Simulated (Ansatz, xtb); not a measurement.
# C4H6F4: 5 structures ranked

5 gas-phase structures of C4H6F4, from a drawn sample of its isomers (lower ones may exist). Each was relaxed with GFN2-xTB; where two conformers were screened, the lower at r2SCAN-D4/def2-SVP is listed:

A. `CC(C)(F)C(F)(F)F`, a singlet
B. `CC[C@@H](F)C(F)(F)F`, a singlet
C. `C[C@@H](CF)C(F)(F)F`, a singlet
D. `C[C@@H](F)CC(F)(F)F`, a singlet
E. `FCCCC(F)(F)F`, a singlet

Which do you expect lowest at r2SCAN-D4/def2-SVP, and how would the others follow?

Calculated order at r2SCAN-D4/def2-SVP: A (0.0), D (2.3), C (5.1), E (5.1), B (6.0) kcal/mol. Less than 1 kcal/mol parts C and E; E and B, so the order within those pairs means little.

Energies above the lowest of each column, in kcal/mol; the last columns are at PBE0-D3(BJ)/def2-SVP geometries:

```csv
structure,GFN2-xTB,HF/STO-3G,r2SCAN-D4/def2-SVP,PBE0-D3(BJ)/def2-SVP,CCSD(T)/def2-SVP + ΔMP2/def2-TZVPP
A,1.4,0.0,0.0,0.0,0.0
D,0.0,0.9,2.3,1.0,1.5
C,0.9,2.5,5.1,3.6,3.8
E,0.6,2.0,5.1,3.2,3.2
B,6.0,3.0,6.0,4.7,5.0
```

CCSD(T)/def2-SVP + ΔMP2/def2-TZVPP puts A lowest; GFN2-xTB picks D. CCSD(T)/def2-SVP + ΔMP2/def2-TZVPP orders those it was run on as A (0.0), D (1.5), E (3.2), C (3.8), B (5.0) kcal/mol. Less than 1 kcal/mol parts E and C, so the order within that pair means little. Flexible structures stand in one conformer each, not always the lowest. ΔMP2 is the change of the MP2 energy from the smaller to the larger basis.

Over these structures GFN2-xTB departs from r2SCAN-D4/def2-SVP by 2.1 kcal/mol on average once a common shift is removed. A GFN2-xTB relaxation took about 0.19 s and the r2SCAN-D4/def2-SVP energy about 5.1 s on a shared host (Ansatz 0.2.0, xtb 6.7.1).
